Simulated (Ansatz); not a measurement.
Isolated molecules relaxed with PBE0-D4/def2-TZVP in Ansatz; ΔE leaves out vibrations. CBS: MP2 limit from def2 TZ/QZ plus the TZ coupled-cluster correction, frozen cores. This one scheme is used for every species. DFT in def2-TZVPP. For Ge outer-core shells are correlated without core-valence functions, which leaves a few kJ/mol of doubt a bond. Scalar relativity is left out up to krypton.

`C#[C][GeH2][CH3]` + HCl → `C#[C][GeH2][Cl]` + CH₄  (ligand exchange at a Ge–C bond)

```
             level  ΔE (eV)
            PBE-D4    -0.88
        r2SCAN0-D4    -0.92
               PBE    -0.88
              BLYP    -0.94
         CAM-B3LYP    -0.91
  CCSD(T)/def2-SVP    -0.90
SCS-MP2/def2-QZVPP    -0.89
     MP2/CBS(def2)    -0.88
```

Q: What does CCSD(T)/CBS give? (Estimate.)

A: The calculation gave: -0.85 eV. The listed levels differ from it by -0.03, -0.07, -0.03, -0.09, -0.06, -0.05, -0.04, -0.03 eV.

Largest T1 diagnostic among the species: 0.012.

Leaving LDA and LC-ωPBE aside and taking each functional with its dispersion term where it has one, the values, not all of them listed here, spread over 0.09 eV, from B97M-V to PBE-D4. LDA lies +0.09 eV from PBE without D4. At CCSD(T), def2-SVP lies −0.05 eV from the extrapolated value and def2-TZVPP +0.01 eV.
